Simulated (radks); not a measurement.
Values are calculated unless marked as measured or tabulated.
Effect of the nuclear size on the tellurium ion Te3+, [Kr] 4d10 5s2 5p1. Code: a radial shooting solver on a logarithmic mesh with Libxc functionals. Model: Dirac Kohn-Sham, exchange-only LDA, spin-unpolarised, spherical densities, finite nucleus; open shells are shared between the two j in proportion to 2j + 1; Fermi nuclear charge, rms radius 4.7423 fm. The rms radius is varied about that value; shifts are against it.

| rms radius (fm) | total energy shift (eV) | density at nucleus (e/bohr^3) | 1s1/2 shift (meV) | 2s1/2 shift (meV) | 4p1/2 shift (meV) | 5s1/2 shift (meV) | 5p1/2 shift (meV) | 5p3/2 shift (meV) | 6s1/2 (empty) shift (meV) |
|---|---|---|---|---|---|---|---|---|---|
| 4.2633 | -1.01 | 2.311e+05 | -424 | -49.3 | 0.176 | -0.258 | 0.051 | 0.055 | -0.064 |
| 4.3582 | -0.819 | 2.302e+05 | -343 | -39.8 | 0.142 | -0.209 | 0.041 | 0.044 | -0.052 |
| 4.7423 | 0 | 2.27e+05 | 0.000 | 0.000 | 0.000 | 0.000 | 0.000 | 0.000 | 0.000 |
| 5.098 | 0.809 | 2.243e+05 | 339 | 39.4 | -0.141 | 0.207 | -0.041 | -0.044 | 0.051 |
| 5.9136 | 2.85 | 2.189e+05 | 1190 | 139 | -0.495 | 0.727 | -0.143 | -0.154 | 0.181 |

Slopes of the eigenvalues against <r^2> in GHz/fm^2, as finite differences over the two radii next to the reference (eigenvalue slopes, not the field-shift constants of lines): 1s1/2 23600, 2s1/2 2740, 4p1/2 -9.78, 5s1/2 14.4, 5p1/2 -2.82, 5p3/2 -3.04, 6s1/2 (empty) 3.58.
